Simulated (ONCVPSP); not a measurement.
chromium: excitation energies, all-electron against ONCV

Cr, optimised norm-conserving Vanderbilt (ONCV), made with ONCVPSP 4.0.1 (PBEsol, scalar-relativistic). Core [Ne], reference 3s2 3p6 3d5 4s0.5 (charge +0.5). Waves: 3s+4s: rc 1.25 bohr, ncon 3, nbas 6, qcut 11.1 1/bohr, 2 projectors; 3p: rc 1.15 bohr, ncon 4, nbas 9, qcut 11.2 1/bohr, 1 projector; 3d: rc 1.95 bohr, ncon 4, nbas 9, qcut 7.3 1/bohr, 2 projectors, debl 1.8 Ha. Local part: polynomial inside 1.10 bohr (lpopt 5, dvloc0 0 Ha). Core correction: polynomial model core, fcfact 0.65.

Energies are relative to the spin-unpolarised reference configuration 3s2 3p6 3d5 4s0.5; without spin polarisation the order of configurations can differ from experiment.

**Question.** Give the all-electron excitation energy and the error of the potential for: 3s2 3p6 3d5 4s1; 3s2 3p6 3d5 4s0; 3s2 3p6 3d4 4s0; 3s2 3p6 3d5 4s0 4p1.

**Answer.**

| valence configuration | charge | ΔE all-electron (eV) | error AE − PS (meV) |
| --- | --- | --- | --- |
| 3s2 3p6 3d5 4s1 | 0 | -2.707 | +1.9 |
| 3s2 3p6 3d5 4s0 | +1 | 4.166 | +2.3 |
| 3s2 3p6 3d4 4s0 | +2 | 20.181 | +27 |
| 3s2 3p6 3d5 4s0 4p1 | 0 | 0.436 | +1.8 |

Levels in the configuration 3s2 3p6 3d5 4s0 4p1:

| level | all-electron (eV) | pseudo (eV) |
| --- | --- | --- |
| 3s | -75.171 | -75.167 |
| 3p | -46.754 | -46.750 |
| 3d | -4.284 | -4.283 |
| 4p | -1.726 | -1.726 |
